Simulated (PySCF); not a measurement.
B(Br)2(OH) (BBr2HO), SMILES OB(Br)Br.

The structure is a stationary point at PBE-D3(BJ)/def2-SVP. One conformer was computed; it need not be the lowest.

Calculation: PBE-D3(BJ)/def2-SVP in PySCF.

Frequencies are harmonic and unscaled.

| mode | ν (cm⁻¹) | IR (km/mol) | moving atoms (share of kinetic energy) |
|---|---|---|---|
| 1 | 164 | 0.2 | Br 85 %, O 9 % |
| 2 | 294 | 7.2 | O 65 %, Br 23 %, H 12 % |
| 3 | 421 | 7.5 | O 45 %, Br 30 %, B 22 % |
| 4 | 441 | 1.8 | B 82 %, H 12 % |
| 5 | 559 | 108.1 | H 80 %, O 12 % |
| 6 | 751 | 244.5 | B 65 %, H 27 % |
| 7 | 1053 | 335.9 | H 58 %, B 28 %, O 13 % |
| 8 | 1345 | 247.6 | B 66 %, O 31 % |
| 9 | 3712 | 88.7 | H 94 % |
